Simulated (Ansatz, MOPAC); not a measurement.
Dissociation curve of NLi, lowest singlet found (which spin is the ground state isn't settled by this scan). Each curve is given relative to its own lowest point between 1.66 and 2.35 Å, where full CI is lowest.

| R / Å | A | B | C | D |
|---|---|---|---|---|
| 1.66 | 26.7 | 20.6 | 20.7 | 29.6 |
| 1.72 | 13.1 | 7.9 | 8.3 | 15.0 |
| 1.79 | 4.0 | 0.2 | 0.9 | 5.0 |
| 1.89 | 0.0 | 0.0 | 0.0 | 0.0 |
| 1.95 | 1.4 | 4.8 | 3.4 | 1.0 |
| 2.03 | 6.6 | 15.8 | 11.3 | 5.5 |
| 2.07 | 10.2 | 22.8 | 16.3 | 8.9 |
| 2.16 | 20.4 | 41.6 | 29.6 | 18.5 |
| 2.23 | 29.6 | 58.3 | 41.2 | 27.2 |
| 2.35 | 47.0 | 89.7 | 62.7 | 44.0 |
| 2.52 | 73.2 | 136.6 | 94.6 | 69.3 |
| 2.69 | 99.4 | 182.5 | 126.3 | 94.6 |
| 2.93 | 133.8 | 241.6 | 168.8 | 127.9 |
| 3.20 | 167.1 | 297.0 | 212.2 | 160.2 |
| 3.53 | 196.9 | 349.4 | 258.7 | 190.8 |
| 3.95 | 208.3 | 397.2 | 308.1 | 215.1 |
| 4.40 | 168.5 | 432.6 | 350.6 | 227.4 |
| 4.93 | — | 461.7 | 389.8 | 232.9 |
| 5.78 | — | 492.4 | 435.2 | 235.2 |
| 6.77 | — | — | 470.1 | 235.8 |

Energies in kJ/mol.

Assign the columns to these levels of theory: AM1, restricted, heats of formation in MOPAC; full CI/aug-cc-pVDZ, frozen core run with Ansatz (a first-principles code); CCSD(T) on RHF/aug-cc-pVDZ, frozen core in Ansatz; RHF/aug-cc-pVDZ (Ansatz).

A is RCCSD(T); B is AM1; C is RHF; D is FCI.

A dash means that the run gave no value there, or that the column was ended at a point which the program doubted or which failed a test of continuity chosen for this set; such a test can also cut sound points.

The scan ran from 1.42 to 6.77 Å; beyond the distances shown full CI changes its symmetry label. The T1 diagnostic of CCSD on the restricted reference of RCCSD(T) exceeds 0.045 at 3.20 to 6.77 Å. The restricted form behind RHF, AM1 keeps the bonding electrons paired and can't separate into open-shell fragments. Also computed but left out beside FCI, since their determinant holds another spin at the minimum (<S²> over 0.7 above the pure value): UHF, UMP2, UCCSD, UCCSD(T), UCCSDT, UCCSDT(Q), UKS-B3LYP, UKS-CAM-B3LYP, UKS-PBE, UKS-B3LYP/6-31G*, UHF/STO-3G, UKS-B3LYP/LANL2DZ, UHF/3-21G.
